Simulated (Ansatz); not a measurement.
A nudged elastic band was laid between two geometries of CH4ClOSi (8 atoms, charge 1, multiplicity 1).

Level of theory: RKS PBE0-D4/def2-SVP (Ansatz).

| Property | Result |
| --- | --- |
| movable images | 7 |
| climbing image | yes |
| spring | 5.0 eV/Å² |
| optimiser | quadratic models (default) |
| start path | through a guess of the saddle point |
| force threshold | 0.03 eV/Å |
| iteration limit | 50 |
| end points | relaxed |

First end point:

```xyz
8
Properties=species:S:1:pos:R:3
O 0.409 1.560 -1.057
Si 0.117 0.718 0.264
C -0.544 -0.996 0.274
Cl 1.301 -1.215 0.504
H 0.344 1.326 -1.992
H 0.265 1.491 1.500
H -1.051 -1.389 1.165
H -0.841 -1.495 -0.658
```

Last end point:

```xyz
8
Properties=species:S:1:pos:R:3
O 0.270 1.618 -1.016
Si 0.526 0.550 0.140
C -0.197 -1.138 0.169
Cl -1.315 -0.142 1.294
H -0.298 1.591 -1.797
H 1.536 0.969 1.114
H -0.796 -1.516 -0.670
H 0.274 -1.931 0.766
```

Q: Which bonds break or form, and what moves?

A: No bond is made or broken. The dihedral H6–Si2–C3–Cl4 goes from -89 to 89°. The two ends are copies of one structure, up to a mirror image or an exchange of like atoms.

Q: Give the energies along the band, and the barrier.

A: The forces met the threshold. The highest image is number 4 of 0 to 8, 0.39 eV above the ends, which have the same energy within 2 meV. A vibrational analysis at the climbing image gives one clearly imaginary mode, 57i cm⁻¹: a first-order saddle point.

| image | path coordinate (Å) | energy (eV) | dihedral H6–Si2–C3–Cl4 (°) |
| --- | --- | --- | --- |
| 0 | 0.00 | 0.00 | -89 |
| 1 | 0.67 | 0.11 | -67 |
| 2 | 1.34 | 0.30 | -43 |
| 3 | 2.01 | 0.37 | -21 |
| 4 | 2.69 | 0.39 | 0 |
| 5 | 3.36 | 0.37 | 21 |
| 6 | 4.03 | 0.29 | 43 |
| 7 | 4.70 | 0.11 | 67 |
| 8 | 5.37 | 0.00 | 89 |

Q: What is the geometry of the highest image?

A: 
```xyz
8
Properties=species:S:1:pos:R:3
O -0.035 1.718 -1.058
Si 0.362 0.714 0.109
C -0.237 -1.028 0.259
Cl 0.521 -1.660 1.731
H -0.605 1.630 -1.836
H 1.279 1.326 1.082
H -1.338 -1.069 0.333
H 0.053 -1.631 -0.620
```

Q: What are the harmonic wavenumbers there?

A: 57i, 145, 267, 396, 571, 590, 721, 731, 782, 811, 1064, 1082, 1183, 1372, 2374, 3062, 3128, 3861 cm⁻¹.

The run took 6.4 min on 1 thread of Arm Neoverse N1, with other jobs on the host, peak memory 0.17 GiB.
